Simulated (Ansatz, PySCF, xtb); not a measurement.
Reaction R1 + R2 → P1 + P2, each structure at its B3LYP-D3(BJ)/def2-TZVP stationary point, reached from a drawn start (curvature not checked).
R1, C2H6AlCl (SMILES [CH3][Al]([CH3])[Cl]) (charge 0, multiplicity 1, Z-matrix in Å and degrees):
```
Al
C 1 1.9459
H 2 1.0919 1 112.61
H 2 1.0935 3 108.19 1 122.83
H 2 1.0940 3 107.96 4 114.83
C 1 1.9459 2 127.04 3 -3.14
H 6 1.0919 1 112.61 2 -3.68
H 6 1.0934 7 108.21 1 122.88
H 6 1.0940 7 107.94 8 114.83
Cl 1 2.1226 2 116.48 3 176.88
```
P1, C2H6AlF (SMILES [CH3][Al]([CH3])[F]) (charge 0, multiplicity 1):
```xyz
10

C     -1.720    -0.367     0.048
Al    -0.047     0.617    -0.106
C      1.756    -0.103     0.035
F     -0.173     2.251    -0.393
H     -2.232    -0.109     0.981
H     -1.571    -1.448     0.044
H     -2.406    -0.112    -0.764
H      2.223    -0.164    -0.953
H      2.397     0.541     0.643
H      1.772    -1.106     0.466
```
P2, HCl (SMILES Cl) (charge 0, multiplicity 1):
```xyz
2

Cl     0.000     0.000     0.641
H      0.000     0.000    -0.641
```
R2: HF (SMILES F), charge 0, multiplicity 1.

| level | reaction energy (kcal/mol) | minus CCSD(T)/cc-pV(Q+d)Z |
|---|---|---|
| GFN1-xTB | -6.58 | -1.18 |
| GFN2-xTB | -19.68 | -14.28 |
| HF/cc-pV(T+d)Z | -5.47 | -0.07 |
| HF/cc-pV(Q+d)Z | -6.09 | -0.69 |
| SVWN5/def2-TZVPP | -4.86 | 0.54 |
| PBE/def2-TZVPP | -4.97 | 0.43 |
| PBE-D3(BJ)/def2-TZVPP | -4.28 | 1.12 |
| PBE-D4/def2-TZVPP | -4.26 | 1.14 |
| BLYP/def2-TZVPP | -7.76 | -2.36 |
| BLYP-D4/def2-TZVPP | -6.41 | -1.01 |
| revPBE-D3(BJ)/def2-TZVPP | -3.62 | 1.78 |
| revPBE-D4/def2-TZVPP | -3.82 | 1.58 |
| r2SCAN/def2-TZVPP | -5.09 | 0.31 |
| r2SCAN-D3(BJ)/def2-TZVPP | -4.84 | 0.56 |
| r2SCAN-D4/def2-TZVPP | -4.90 | 0.50 |
| B97M-V/def2-TZVPP | -5.66 | -0.26 |
| B3LYP/def2-TZVPP | -6.76 | -1.36 |
| B3LYP-D3(BJ)/def2-TZVPP | -5.41 | -0.01 |
| B3LYP-D4/def2-TZVPP | -5.61 | -0.21 |
| PBE0/def2-TZVPP | -3.95 | 1.45 |
| PBE0-D3(BJ)/def2-TZVPP | -3.23 | 2.17 |
| PBE0-D4/def2-TZVPP | -3.29 | 2.10 |
| BHLYP-D3(BJ)/def2-TZVPP | -4.86 | 0.54 |
| BHLYP-D4/def2-TZVPP | -4.94 | 0.46 |
| M06-2X/def2-TZVPP | -4.41 | 0.99 |
| CAM-B3LYP-D3(BJ)/def2-TZVPP | -6.42 | -1.02 |
| CAM-B3LYP-D4/def2-TZVPP | -6.54 | -1.14 |
| wB97M-V/def2-TZVPP | -4.94 | 0.46 |
| B2PLYP/def2-TZVPP | -6.04 | -0.64 |
| B2PLYP-D3(BJ)/def2-TZVPP | -5.26 | 0.14 |
| B2PLYP-D4/def2-TZVPP | -5.53 | -0.13 |
| MP2/cc-pV(D+d)Z | -6.78 | -1.38 |
| SCS-MP2/cc-pV(D+d)Z | -7.78 | -2.38 |
| SCS-MP2/cc-pV(T+d)Z | -6.01 | -0.61 |
| SCS-MP2/cc-pV(Q+d)Z | -5.67 | -0.27 |
| CCSD/cc-pV(T+d)Z | -5.90 | -0.50 |
| CCSD/cc-pV(Q+d)Z | -5.69 | -0.29 |
| CCSD(T)/cc-pV(D+d)Z | -7.34 | -1.94 |
| CCSD(T)/cc-pV(T+d)Z | -5.69 | -0.29 |
| CCSD(T)/cc-pV(Q+d)Z | -5.40 | 0.00 |

 The comparison column counts from a level with limits of its own.

P less R. No zero-point or thermal terms.

Cores are frozen in the correlated methods.

Programs: Ansatz (an electronic-structure program) with Gaussian orbitals; PySCF for M06-2X and the D3/D4 terms; xtb for the GFN methods. No computed number here is a measurement.
